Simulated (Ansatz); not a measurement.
A structure relaxed at PBE0-D4/def2-TZVP in Ansatz, charge 0, doublet:

```xyz
4

Ru   -0.0482   -0.0868   -0.1350
F     1.2199    1.2024    0.0918
F    -0.5816   -0.0738    1.6079
F    -0.5901   -1.0418   -1.5648
```

Task: Give its formula and point group.

Result: RuF3. Point group C2v (tolerance 0.1 Å).

Task: Summarise the bond lengths by kind (pairs closer than 1.2 times the sum of covalent radii, bridged metal pairs left out).

Result: 3 × F–Ru 1.80 to 1.82 Å. The metal has 3 neighbours: F 1.82 Å, F 1.82 Å, F 1.80 Å.

In the def2 sets Ru takes a core potential; there is no spin–orbit coupling. The charge 0 doublet is spin-contaminated (final ⟨S²⟩ up to 1.41, 0.75 for a pure state). Another isomer (quartet) lies 0.69 eV lower at PBE0-D4/def2-TZVP; other spin states weren't run for this one.
